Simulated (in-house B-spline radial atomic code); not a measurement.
Results of a calculation; reference values are marked as such.
## Stopping and range of 1 keV Xe in InAs

The pair potential comes from two frozen, spherical free-atom densities (PBE, B-spline radial code, scalar-relativistic past argon): electrostatics plus the change in Thomas-Fermi kinetic and Dirac exchange energy where they overlap, the recipe behind the universal ZBL potential, which averages such potentials (from solid-state densities) over many pairs. It is written V = (Z1 Z2 e²/r) φ(r/a), with e² = 14.3996 eV·Å and a = 0.46850 Å/(Z1^0.23 + Z2^0.23); ZBL's fit is φ = 0.18175 e^(−3.1998x) + 0.50986 e^(−0.94229x) + 0.28022 e^(−0.4029x) + 0.02817 e^(−0.20162x). Where φ falls below 4e-4 it is continued as an exponential.

The target is taken as amorphous, with density 5.68 g/cm³ (NSM archive of the Ioffe Institute); channelling is ignored. Masses: Xe 131.29, In 114.82, As 74.92 u. Nuclear stopping is S_n = 4π a Z1 Z2 e² M1/(M1 + M2) × s_n(ε), with s_n integrated over impact parameters for each pair. Electronic stopping is Lindhard and Scharff's S_e = Z1^(1/6) 8π e² a0 Z1 Z2/(Z1^(2/3) + Z2^(2/3))^(3/2) × v/v0, with a0 = 0.529177 Å and v = v0 at 24.801 keV/u; it misses the oscillations with Z1 seen in experiment, which reach tens of per cent. Compounds add by atom fraction.

```csv
target atom,a (Å),ε at this energy,"s_n, this pair","s_n, ZBL potential"
In,0.09464,0.001159,0.0618,0.0601
As,0.09888,0.0014,0.06756,0.0664
```

(1) What are the atom density and the stopping powers at entry?

Along the track:

| E (keV) | N S_n (eV/nm) | N S_e (eV/nm) |
| --- | --- | --- |
| 0.05 | 90.1 | 8.63 |
| 0.15 | 179 | 14.9 |
| 0.3 | 269 | 21.1 |
| 0.5 | 357 | 27.3 |
| 0.75 | 445 | 33.4 |
| 1 | 517 | 38.6 |

(2) Estimate the path length and the projected range.

Answers

(1) N = 5.68 × 0.602214/94.87 = 0.03606 atoms/Å³. For In: S_n = 24170 × 0.0618 = 1494 eV·Å², S_e = 3.7496 × √1000 = 118.6 eV·Å². For As: S_n = 20300 × 0.06756 = 1372 eV·Å², S_e = 3.0182 × √1000 = 95.44 eV·Å². Averaged over the target's atoms (half each) and times N × 10 Å/nm, the ion loses N S_n = 517 eV/nm to recoils and N S_e = 38.6 eV/nm to electrons; the nuclear share is 93 %.

(2) With continuous slowing down the path is the integral of dE/(N (S_n + S_e)). Trapezoids over the table give 3.09 nm, and the stretch below the first row, with stopping taken as √E, adds 2E/(N S) = 1 nm: 4.1 nm in all, against 3.75 nm on a fine grid from 5 eV, a cut that itself drops some per cent of so short a path. Deflections shorten the depth: to first order in the energy passed on, N (S_n + S_e) dR_p/dE = 1 − N S_n (M2/M1) R_p/(2E), summed over the target's atoms, and integrating this on the fine grid gives R_p = 2.27 nm, 0.61 of the path. Lindhard's rule of thumb R/(1 + M2/3M1), with mean M2/M1 = 0.72, gives 3.02 nm. On the ZBL potential the same equation gives 2.35 nm, and the full integral equation, which keeps hard collisions, 2.31 nm.
